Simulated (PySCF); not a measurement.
Species: 1,2,3,4-tetrahydro-2-naphthol, C10H12O.
Geometry (PBE0-D3(BJ)/def2-SVP, Å), atoms numbered from 1 in this order:
```
atom  x, y, z in Å
O1    -2.1876    0.1953    1.5508
C2    -2.1525    0.3513    0.1504
C3    -1.9448   -0.9838   -0.5604
C4    -0.6278   -1.6168   -0.1322
C5     0.5300   -0.6471   -0.0915
C6     1.8378   -1.1374    0.0230
C7     2.9285   -0.2808    0.1110
C8     2.7229    1.0993    0.0932
C9     1.4304    1.5978   -0.0166
C10    0.3238    0.7442   -0.1167
C11   -1.0621    1.3245   -0.2760
H12   -1.2816    0.0663    1.8557
H13   -3.1352    0.7653   -0.1265
H14   -1.9513   -0.8111   -1.6498
H15   -2.7815   -1.6610   -0.3321
H16   -0.3752   -2.4656   -0.7872
H17   -0.7516   -2.0536    0.8755
H18    1.9955   -2.2200    0.0421
H19    3.9390   -0.6875    0.1962
H20    3.5704    1.7846    0.1672
H21    1.2642    2.6790   -0.0280
H22   -1.1533    2.2538    0.3081
H23   -1.2188    1.6038   -1.3330
```

The closed-shell ground state was solved at several levels (PySCF, density fitting, gas phase, non-relativistic).

| level | basis functions | HOMO (eV) | LUMO (eV) | gap (eV) | dipole (D) |
| --- | --- | --- | --- | --- | --- |
| B3LYP/pcJ-1 | 417 | -6.76 | -0.56 | 6.20 | 1.45 |
| PBE0/pcSseg-1 | 247 | -7.00 | -0.39 | 6.61 | 1.42 |
| CAM-B3LYP/def2-SVPD | 319 | -8.19 | 0.61 | 8.80 | 1.62 |

What might wB97X-D/pcSseg-1 (247 basis functions) give for the same quantities?

HOMO -8.75 eV, LUMO 1.34 eV, gap 10.09 eV, dipole 1.46 D.

Over all these levels, which gives the widest orbital gap and which the narrowest?

wB97X-D/pcSseg-1 (range-separated hybrid) has the widest, 10.09 eV, and B3LYP/pcJ-1 (global hybrid, 20 % exact exchange) the narrowest, 6.20 eV. Functional and basis both differ between the two, so the spread mixes both effects.

How far do the dipole and the HOMO energy spread over the levels?

The dipole runs from 1.42 to 1.62 D (mean 1.48 D) and the HOMO from -8.75 to -6.76 eV.

One conformer stands for the species.
